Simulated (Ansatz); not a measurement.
Energy needed to pull apart SbH₃SO (SMILES O[S][SbH2]), closed shell, into free ground-state atoms, from the structure below (displaced at random from a GFN2-xTB minimum); no zero-point or spin–orbit terms; open-shell atoms are treated unrestricted, in their ground-state multiplicity.

O1  (-0.120, -1.856, -0.152)
S2  (-1.024, -0.418, -0.013)
Sb3  (0.952, 0.892, 0.224)
H4  (-0.628, -2.550, -0.110)
H5  (0.693, 1.922, -1.055)
H6  (0.040, 2.130, 1.081)
(Å)

Computed with Ansatz 0.2.0 (basis: def2-TZVPP); correlated methods freeze the cores. Filled d shells of the heavier atoms are correlated. Core potentials replace the inner electrons of the atoms past krypton. The def2 sets are not built for correlating such inner shells, so the correlated values are less sure here.

```tsv
method	atomization energy (kJ/mol)
PBE-D4	1503
r2SCAN-D4	?
PBE0-D4	1439
r2SCAN0-D4	1400
CAM-B3LYP-D4	?
wB97M-V	1464
HF	800
MP2	1388
CCSD	1349
CCSD(T)	1389
```

What does CAM-B3LYP-D4 give? (Judge from chemistry; the value comes from the calculation.)

The calculation gives: 1460 kJ/mol, which is about 71 kJ/mol more than CCSD(T)/def2-TZVPP.

What does r2SCAN-D4 give? (Judge from chemistry; the value comes from the calculation.)

The calculation gives: 1453 kJ/mol, which is about 64 kJ/mol more than CCSD(T)/def2-TZVPP.

In triple zeta the MP2 and coupled-cluster atomization energies are still short of their basis limit by a few kcal/mol a bond, whereas those of the functionals are nearly converged, so these differences are not deviations from converged CCSD(T).

T1 diagnostic: at most 0.015.

For scale, one of the runs: CCSD(T)/def2-TZVPP forces, 165 basis functions (an equivalent command: `ansatz run in.yaml --threads 4`). The run took 2.1 min on 4 CPU threads (shared host), with 2.6 GiB of host memory at its peak.
